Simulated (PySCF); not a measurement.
H₄Al (anion, charge -1), SMILES [AlH4-], B3LYP/def2-SVP optimised geometry.

```
5

Al    -0.55    -0.78     0.00
H     -1.10    -1.55    -1.34
H      1.10    -0.78     0.00
H     -1.10    -1.55     1.34
H     -1.10     0.78     0.00
```

Density from B3LYP/def2-TZVPD (PySCF) at that geometry.

Minimum of the electron density along straight lines between bonded atoms, close to the bond critical point (lines longer than 1.1 times the sum of covalent radii, or with two minima, are not listed):

```csv
bond,length / Å,ρ at the minimum / e bohr⁻³,∇²ρ there / e bohr⁻⁵,position (fraction from the first atom)
Al1–H2,1.646,0.069,0.18,0.50
Al1–H3,1.646,0.069,0.18,0.50
Al1–H4,1.646,0.069,0.18,0.50
Al1–H5,1.646,0.069,0.18,0.50
```
